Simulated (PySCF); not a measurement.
PySCF 2.14 output of an unrestricted PBE0 calculation on a single atom or ion in x2c-TZVPPall with one added diffuse shell each of s, p, d, f type (12s8p7d4f, 99 functions), with the spin-free X2C one-electron Hamiltonian (Gaussian nucleus):

```
SCF conv_tol = 1e-09
number electrons alpha = 41  beta = 39
    C. Adamo and V. Barone.,  J. Chem. Phys. 110, 6158 (1999)
    M. Ernzerhof and G. E. Scuseria.,  J. Chem. Phys. 110, 5029 (1999)
cycle= 1 E= -20248.2325558457  delta_E= -0.0176  |g|= 0.0704  |ddm|= 0.738
cycle= 2 E= -20248.2327275836  delta_E= -0.000172  |g|= 0.0401  |ddm|= 0.155
cycle= 3 E= -20248.2328838287  delta_E= -0.000156  |g|= 0.00649  |ddm|= 0.0351
cycle= 4 E= -20248.2328932217  delta_E= -9.39e-06  |g|= 0.000431  |ddm|= 0.0172
cycle= 5 E= -20248.2328950971  delta_E= -1.88e-06  |g|= 0.000222  |ddm|= 0.00848
cycle= 6 E= -20248.2328960748  delta_E= -9.78e-07  |g|= 5.05e-05  |ddm|= 0.00871
cycle= 7 E= -20248.2328961199  delta_E= -4.51e-08  |g|= 4.87e-06  |ddm|= 0.0021
cycle= 8 E= -20248.2328961201  delta_E= -1.67e-10  |g|= 1.48e-07  |ddm|= 0.000174
converged SCF energy = -20248.2328961201  <S^2> = 2.0004121  2S+1 = 3.0002747
```

The run itself started from symmetry-adapted Hartree-Fock orbitals and held the occupation by maximum overlap, on a logarithmic radial grid, so the iterations belong to that start.

**Question.** Which element, charge and spin multiplicity is this?

**Answer.** Tl⁺ (thallium, charge +1), multiplicity 3; the state was [Xe] 4f14 5d9 6s2 7s1, high-spin 3D determinant (an excited configuration).

Spin-orbit coupling, absent here, splits the open shell strongly. The outer electron is Rydberg-like, and this basis confines it to a smaller radius and binds it less than a complete one would.
